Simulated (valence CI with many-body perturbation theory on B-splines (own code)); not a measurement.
# Missing levels of Ho LIII

Level of theory: valence CI with perturbative core correlation (CI+MBPT): five valence electrons over a frozen Dirac-Fock core [Ne], a basis of 11 s, 11 p, 10 d, 8 f, 5 g, 2 h functions for each j, with the one-electron correlation potential Σ1, the two-electron term Σ2, the three-electron term Σ3, Breit, model QED; selected CI, second order for the rest, scaled by the run's own slope (own B-spline code, finite nucleus).

The last digits are not significant, and no measured levels were compared; by estimate large intervals hold to a few tenths of a per cent, small ones and those within an open d or f shell to about a per cent. Among the levels kept, up to 3200 cm⁻¹ of a level comes from second order outside the variational space, and about a tenth of that is noise between levels of different J, which matters for small intervals.

```
                             Level  E (eV)
        (3s^2 3p1/2^2 3p3/2) J=3/2    0.00
        (3s^2 3p1/2^2 3d3/2) J=3/2       ?
        (3s^2 3p1/2 3p3/2^2) J=3/2  208.99
        (3s^2 3p1/2 3p3/2^2) J=5/2  219.59
        (3s^2 3p1/2 3p3/2^2) J=1/2  233.03
        (3s^2 3p1/2^2 3d5/2) J=5/2  263.41
        (3s 3p1/2^2 3p3/2^2) J=5/2  358.37
        (3s 3p1/2^2 3p3/2^2) J=3/2  385.06
        (3s 3p1/2^2 3p3/2^2) J=1/2       ?
(3s^2 3p1/2 3p3/2 3d3/2) J=5/2 [a]       ?
(3s^2 3p1/2 3p3/2 3d3/2) J=3/2 [a]       ?
(3s^2 3p1/2 3p3/2 3d3/2) J=1/2 [a]       ?
    (3s^2 3p1/2 3p3/2 3d3/2) J=7/2  419.90
              (3s^2 3p3/2^3) J=3/2  443.66
(3s^2 3p1/2 3p3/2 3d3/2) J=5/2 [b]  445.81
(3s^2 3p1/2 3p3/2 3d3/2) J=3/2 [b]  453.92
(3s^2 3p1/2 3p3/2 3d3/2) J=1/2 [b]  453.94
(3s^2 3p1/2 3p3/2 3d5/2) J=7/2 [a]       ?
(3s^2 3p1/2 3p3/2 3d5/2) J=3/2 [a]  469.74
    (3s^2 3p1/2 3p3/2 3d5/2) J=9/2  471.80
```

Levels are named by their leading jj configuration (3d3/2^4 stands for four electrons in 3d with j = 3/2), which in mixed levels can hold well under half, so a name can repeat and another be missing. Letters in brackets count levels of one name in rising energy.

**Question.** The levels stand in rising order. What does the calculation give for the missing energies?

**Answer.** (3s^2 3p1/2^2 3d3/2) J=3/2 201.94; (3s 3p1/2^2 3p3/2^2) J=1/2 385.79; (3s^2 3p1/2 3p3/2 3d3/2) J=5/2 [a] 409.07; (3s^2 3p1/2 3p3/2 3d3/2) J=3/2 [a] 411.64; (3s^2 3p1/2 3p3/2 3d3/2) J=1/2 [a] 411.73; (3s^2 3p1/2 3p3/2 3d5/2) J=7/2 [a] 460.30.
